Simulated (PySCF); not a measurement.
A PySCF script (with the pyscf-properties extension) for the NMR shieldings of `C1=[CH][Al]([CH]2CCC2)[CH2]C1`, C$_{8}$H$_{13}$Al, on a GFN2-xTB geometry:

```python
import basis_set_exchange as bse
import numpy as np
from pyscf import gto, dft
from pyscf.prop import nmr

atoms = """
C     3.063685   -0.264991    0.442208
C     2.163164   -1.157404    0.870607
Al    0.487792   -0.634707   -0.004350
C    -1.437995   -1.186165    0.119930
C    -2.270933   -0.318681   -0.859382
C    -2.559325    0.631178    0.304958
C    -2.184393   -0.482691    1.284120
C     1.338671    0.784144   -1.132115
C     2.729811    0.890249   -0.472108
H     4.106743   -0.289429    0.752146
H     2.497659   -1.935495    1.549821
H    -1.650223   -2.262258    0.056019
H    -1.742488    0.117669   -1.712422
H    -3.168162   -0.822758   -1.218702
H    -3.563523    1.046204    0.377974
H    -1.827176    1.441897    0.336032
H    -3.058012   -1.043389    1.618301
H    -1.600715   -0.188971    2.159285
H     1.464502    0.436070   -2.165720
H     0.892988    1.779394   -1.218095
H     2.786778    1.800481    0.135121
H     3.520742    0.974235   -1.224479
"""
names = dict.fromkeys(["C", "Al", "H"], "pcSseg-1")
basis = {el: gto.basis.parse(bse.get_basis(n, elements=[el], fmt="nwchem")) for el, n in names.items()}
mol = gto.M(atom=atoms, basis=basis, charge=0, verbose=0)
mf = dft.RKS(mol, xc="PBE0")
mf.grids.level = 2
mf.grids.alignment = dft.numint.BLKSIZE   # the property module wants whole blocks of grid points
mf.conv_tol = 1e-9
mf.kernel()

calc = nmr.RKS(mf)   # GIAO
C = mf.mo_coeff
Co = C[:, mf.mo_occ > 0]
resp = mf.gen_response(singlet=True, hermi=2)
def vind(x):   # induced exchange potential for any number of trial vectors
    d = np.einsum("pi,xij,qj->xpq", C, 2 * x.reshape(-1, C.shape[1], Co.shape[1]), Co, optimize=True)
    return np.einsum("xpq,pi,qj->xij", resp(d - d.transpose(0, 2, 1)), C, Co, optimize=True).ravel()
mo1, _ = nmr.rhf.solve_mo1(calc, with_cphf=vind)
sigma = calc.kernel(mo1)
for i, s in enumerate(sigma):   # ppm
    w = np.linalg.eigvalsh((s + s.T) / 2)
    print("%2d %-2s iso %8.1f  s11 %8.1f  s22 %8.1f  s33 %8.1f" % (i, mol.atom_pure_symbol(i), w.mean(), *w))
```

**Question.** What does it print?

**Answer.** 
```
 0 C  iso      4.4  s11   -134.1  s22      1.4  s33    145.9
 1 C  iso     44.8  s11    -71.4  s22     22.3  s33    183.4
 2 Al iso    274.2  s11    211.2  s22    284.1  s33    327.2
 3 C  iso    165.1  s11    152.6  s22    165.8  s33    177.1
 4 C  iso    158.9  s11    143.6  s22    159.8  s33    173.1
 5 C  iso    160.6  s11    144.8  s22    165.8  s33    171.0
 6 C  iso    160.8  s11    146.4  s22    159.6  s33    176.5
 7 C  iso    180.9  s11    169.3  s22    177.2  s33    196.1
 8 C  iso    150.7  s11    142.4  s22    145.5  s33    164.0
 9 H  iso     23.3  s11     21.4  s22     22.3  s33     26.1
10 H  iso     25.0  s11     22.9  s22     25.4  s33     26.6
11 H  iso     29.7  s11     26.2  s22     27.2  s33     35.7
12 H  iso     29.4  s11     24.6  s22     29.0  s33     34.7
13 H  iso     29.1  s11     26.4  s22     26.7  s33     34.1
14 H  iso     29.6  s11     25.6  s22     26.4  s33     36.9
15 H  iso     29.5  s11     26.5  s22     29.1  s33     32.8
16 H  iso     29.2  s11     26.2  s22     26.8  s33     34.5
17 H  iso     29.7  s11     25.4  s22     28.0  s33     35.6
18 H  iso     31.3  s11     25.6  s22     29.7  s33     38.8
19 H  iso     30.9  s11     25.9  s22     29.5  s33     37.1
20 H  iso     29.3  s11     24.6  s22     27.9  s33     35.3
21 H  iso     28.8  s11     23.1  s22     27.9  s33     35.4
```

These numbers come from an equivalent density-fitted implementation of the same equations, which agrees with the script to about 0.01 ppm for H and up to a few tenths of a ppm for heavy atoms, so last digits may differ.

Size and cost of the density-fitted run: 225 basis functions, 2.5 min wall time on 1 thread of an Intel Xeon, shared host; peak memory 1.1 GiB.
